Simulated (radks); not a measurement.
Valence configurations of Ho IV (all share [Xe]). Method: non-relativistic Kohn-Sham, PBEsol, spin-polarised, spherical densities, point nucleus; open shells are filled with parallel spins first (spin-orbit coupling, left out, can overturn this in heavy ions); relativity is left out, which matters for an element this heavy; computed with a radial shooting solver on a logarithmic mesh with Libxc functionals. Energies are relative to 4f10; eigenvalues in eV for spin up.

| valence | E (eV) | moment (Bohr magnetons) | e(4f) | e(5d) | e(6p) | e(6s) |
|---|---|---|---|---|---|---|
| 4f10 | 0.000 | 4 | -41.165 | - | - | - |
| 4f9.5 5d0.5 | 6.598 | 5 | -45.306 | -27.021 | - | - |
| 4f9.5 6s0.5 | 8.897 | 5 | -47.172 | - | - | -23.567 |
| 4f9 5d1 | 14.417 | 6 | -49.609 | -28.179 | - | - |
| 4f9 6s1 | 19.789 | 6 | -53.446 | - | - | -25.104 |
| 4f9 6p1 | 24.757 | 6 | -54.382 | - | -20.622 | - |
| 4f8 5d2 | 34.048 | 8 | -58.660 | -30.394 | - | - |
| 4f8 6s2 | 49.585 | 6 | -66.812 | - | - | -26.999 |
| 4f7 5d3 | 59.465 | 10 | -68.240 | -32.500 | - | - |

NIST lists [Xe] 4f10 as the ground configuration; this level of theory agrees among the configurations tried. The energies are those of spherical high-spin densities, not of single terms. Relativity is left out, which favours d and f over s occupation in heavy atoms.
